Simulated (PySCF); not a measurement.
CaO₂, SMILES [O]1[O][Ca]1.

Geometry optimised at PBE0-D3(BJ)/def2-TZVP.

All values below come from C-PCM-ωB97X/def2-SVP (PySCF).

The values are the electrostatic part of the solvation free energy, E(continuum) − E(gas) at the gas-phase geometry, in a cavity of scaled van der Waals radii (PySCF's table); cavitation and dispersion terms are not included. A continuum can't describe solvent molecules that bind to the metal. In vacuum the orbital gap is 6.29 eV. The dipole moment in vacuum is 10.48 D.

Computed values in water (ε = 78.36), diethylether (ε = 4.24), acetone (ε = 20.49):
```
solvent           ε  ΔG(elec) (kcal/mol)  dipole (D)  gap (eV)
------------  -----  -------------------  ----------  --------
water         78.36                -34.1       12.29      8.17
diethylether   4.24                -25.4       11.87      7.71
acetone       20.49                -32.7       12.22      8.10
```
